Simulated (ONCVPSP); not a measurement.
# What one change does to a pseudopotential (Hf, ONCV)

* Element: hafnium
* Generator: ONCVPSP 4.0.1
* Type: optimised norm-conserving Vanderbilt (ONCV)
* Functional: LDA (Perdew-Wang 92)
* Relativity: scalar-relativistic
* Frozen core: [Kr] 4d10 4f14
* Valence charge: 12
* Reference configuration: 5s2 5p6 5d2 6s2
* Partial waves: 5s+6s: rc 2.10 bohr, ncon 4, nbas 7, qcut 4.8 1/bohr, 2 projectors; 5p: rc 1.25 bohr, ncon 3, nbas 7, qcut 7.9 1/bohr, 2 projectors, debl 1.9 Ha; 5d: rc 2.10 bohr, ncon 4, nbas 9, qcut 4.1 1/bohr, 3 projectors, debl 0.4 Ha
* Local potential: polynomial inside 1.15 bohr (lpopt 2, dvloc0 3 Ha)
* Core correction: Teter function, fcfact 3.5, rcfact 1.1

Change: all radii but the core radius scaled by about 0.82 (s 1.72, p 1.02, d 1.72 bohr); local potential polynomial inside 0.94 bohr (lpopt 2, dvloc0 3 Ha).

Cutoffs: the cutoffs (Ha) at which the residual kinetic energy of the hardest occupied pseudo-wave falls to 1 and 0.1 mHa per electron; they do not see the model core or the augmentation charge, which bear on the density cutoff. Errors are all-electron minus pseudo energies relative to the spin-unpolarised reference configuration.

Task: Predict the effect on cutoff, ghosts and configuration errors.

Result: The potential gets harder (27 Ha and 65 Ha → 28 Ha and 157 Ha); a bound ghost appears in d, which as a rule spoils a file; the lowest positive-energy flag moves from d at 38.8 eV to s at 149.0 eV; of the 3 tests that both files solve, the error grows in 1 and shrinks in 2 by more than 15 % and 0.3 meV (median size 4.8 → 1.9 meV). A smaller radius makes the pseudo-wave follow the all-electron one further in, where it bends more sharply, so more plane waves are needed.

```tsv
quantity	base	changed
cutoff, loose	27 Ha	28 Ha
cutoff, tight	65 Ha	157 Ha
loose cutoff by channel	s 7.7 Ha, p 27 Ha, d 18 Ha	s 23 Ha, p 28 Ha, d 20 Ha
bound ghosts	none	d
GHOST(+) flags under 300 eV	d at 38.8 eV	s at 149.0 eV
tests with a reliable result	3 of 4	3 of 4
error for 5s2 5p6 5d2 6s1, meV [ΔE 8.19 eV]	-2.3	-1.9
error for 5s2 5p6 5d2 6s0, meV [ΔE 22.69 eV]	-4.8	-1.6
error for 5s2 5p6 5d3 6s0, meV [ΔE 10.22 eV]	-7.9	-9.6
rms error of d²Exc/dni dnj with the model core, mHa	4.31	4.16
```

 A true bound ghost makes a file unfit for plane-wave use even where its test errors are small: the radial tests pick states by their node count and pass the ghost by.
